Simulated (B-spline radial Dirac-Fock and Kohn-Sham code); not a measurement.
Auger parameter of tin: the K level and its strongest K-LL line

Model: multi-electron Dirac-Fock with separately optimised hole states, Breit and Lamb-shift corrections added in first order. Program: a B-spline atomic structure program. The modified Auger parameter α′ is the binding energy plus the kinetic energy of the Auger electron; it does not depend on the energy zero. For free ions it tends to fall with charge, since less charge screens the final holes.

```
            species      configuration  binding 1s (eV)  Auger line  kinetic (eV)  α′ (eV)
                 Sn  [Kr] 4d10 5s2 5p2          29207.4    L2L3 J=2       20954.7  50162.0
                Sn⁺  [Kr] 4d10 5s2 5p1          29216.4    L2L3 J=2       20944.0  50160.5
               Sn²⁺      [Kr] 4d10 5s2          29226.8    L2L3 J=2       20932.3  50159.2
  Sn²⁺ (Watson 3 Å)      [Kr] 4d10 5s2          29217.2    L2L3 J=2       20941.9  50159.2
               Sn³⁺      [Kr] 4d10 5s1          29239.6    L2L3 J=2       20918.5  50158.1
Sn³⁺ (Watson 1.8 Å)      [Kr] 4d10 5s1          29215.7    L2L3 J=2       20942.5  50158.2
  Sn³⁺ (Watson 3 Å)      [Kr] 4d10 5s1          29225.2    L2L3 J=2       20932.9  50158.1
               Sn⁴⁺          [Kr] 4d10          29253.4    L2L3 J=2       20903.9  50157.3
               Sn⁴⁺       [Kr] 4d9 5s1          29261.6    L2L3 J=2       20893.9  50155.5
Sn⁴⁺ (Watson 2.7 Å)          [Kr] 4d10          29232.1    L2L3 J=2       20925.3  50157.3
               Sn⁵⁺           [Kr] 4d9          29276.5    L2L3 J=2       20878.4  50154.9
               Sn⁶⁺           [Kr] 4d8          29301.1    L2L3 J=2       20851.4  50152.5
               Sn⁷⁺           [Kr] 4d7          29327.1    L2L3 J=2       20823.0  50150.1
```

Values without a named source are computed, but for edge energies of neutral atoms, which are taken from tables.
